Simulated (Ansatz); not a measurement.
Ansatz (a quantum-chemistry and plane-wave program) input (PBE/def2-TZVP):

Ansatz 0.2 input:
```yaml
crystal:
  periodic: [false, false, false]
  atoms:
    - {symbol: Si, position_ang: [0.03592004, -0.00003503, -0.00106819]}
    - {symbol: F, position_ang: [0.60981248, 1.39258090, -0.49339366]}
    - {symbol: F, position_ang: [0.59269204, -1.10860558, -0.98706634]}
    - {symbol: F, position_ang: [0.66522245, -0.28579702, 1.42491729]}
    - {symbol: C, position_ang: [-1.79596855, 0.00175170, 0.05340875]}
    - {symbol: H, position_ang: [-2.20846604, 0.20003695, -0.93689567]}
    - {symbol: H, position_ang: [-2.15813245, 0.77103743, 0.73693697]}
    - {symbol: H, position_ang: [-2.17001345, -0.96469887, 0.39434533]}
basis:
  gaussian:
    orbitals: def2-TZVP
hamiltonian:
  xc: {name: PBE}
relax: {f_tol: 0.003, max_steps: 100}
```

End of the output:

```
mean field: 0.62 GiB planned
mean field evaluation 64: about -17111.3922 eV, gradient 3.7e-2 eV
mean field -17111.39216868 eV, -628.8320636807 hartree, gradient 4.3e-5 eV, S^2 0.000000; 1 other end points of the search recorded, 0 dependent functions left out
the calculation of the forces begins
reference -17111.39220262 eV, -628.8320649280 hartree; 25, 25 occupied and 154, 154 virtual orbitals, 1032 factors
Total energy: -17111.39220262 eV, -628.8320649280 hartree
Atom 0 at     0.038577    -0.000041    -0.001130 Å, force     0.000227     0.000004    -0.000026 eV/Å
Atom 1 at     0.616919     1.404606    -0.497708 Å, force     0.000037    -0.000153     0.000057 eV/Å
Atom 2 at     0.599651    -1.118182    -0.995644 Å, force     0.000039     0.000120     0.000110 eV/Å
Atom 3 at     0.672887    -0.288265     1.437157 Å, force     0.000024     0.000031    -0.000156 eV/Å
Atom 4 at    -1.800816     0.001754     0.053565 Å, force    -0.000666     0.000004     0.000005 eV/Å
Atom 5 at    -2.215144     0.201534    -0.944250 Å, force     0.000116    -0.000029     0.000145 eV/Å
Atom 6 at    -2.164519     0.776830     0.742182 Å, force     0.000111    -0.000105    -0.000091 eV/Å
Atom 7 at    -2.176489    -0.971965     0.397013 Å, force     0.000113     0.000131    -0.000044 eV/Å
Dipole moment:    -0.499322     0.000485     0.014857 e Å
```
